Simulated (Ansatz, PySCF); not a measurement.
C5H15O2Si, charge +1, singlet, geometry from GFN2-xTB. Base run: PySCF with BHANDHLYP/STO-3G.

PySCF was given this input:
```python
from pyscf import gto, scf, dft

mol = gto.M(
    atom='''
C     2.943699    1.911775    0.715505
C     2.641244    0.609707   -0.000958
O     1.230340    0.456423   -0.115641
Si    0.262149   -0.712842   -0.598492
C     0.144846   -2.261861    0.467522
O    -1.197065    0.231576   -0.168697
C    -2.570503   -0.068911   -0.485099
C    -3.488937    0.461021    0.595700
H     4.018870    2.032605    0.802337
H     2.542275    2.754595    0.159363
H     2.511455    1.907050    1.712533
H     3.067633    0.608473   -1.006823
H     3.043073   -0.242869    0.550996
H     0.162356   -0.855318   -2.041145
H    -0.732704   -2.863662    0.246285
H     0.114838   -2.013646    1.529463
H     1.006387   -2.907894    0.317574
H    -1.070316    1.166759    0.057685
H    -2.814439    0.362765   -1.459665
H    -2.626113   -1.154306   -0.555322
H    -4.514581    0.191967    0.362074
H    -3.431482    1.545509    0.659877
H    -3.235637    0.033379    1.562344
''',
    basis='sto-3g',
    charge=1,
    spin=0,
    verbose=4,
)

mf = dft.RKS(mol)
mf.xc = 'bhandhlyp'
mf.kernel()
```

The same geometry, method and basis name were run in Ansatz (a first-principles code) and PySCF, at each program's defaults and at the settings that a row names. The base is PySCF at its defaults. Differences at the defaults can come from grids, fitting, cores and function types together.

```csv
code and settings,ΔE vs base (µEh),basis functions,E (Eh),SCF cycles
"PySCF, defaults (exact integrals, its default grid, spherical functions)",0.0,59,-631.41877,9
"Ansatz, defaults (factorised integrals, its default grid, spherical functions)",17.6,59,-631.41875,-
"PySCF, density fitting with def2-universal-jkfit",-2078,59,-631.42085,9
"PySCF, fine grid",0.7,59,-631.41877,9
"Ansatz, high accuracy",1.8,59,-631.41877,-
```
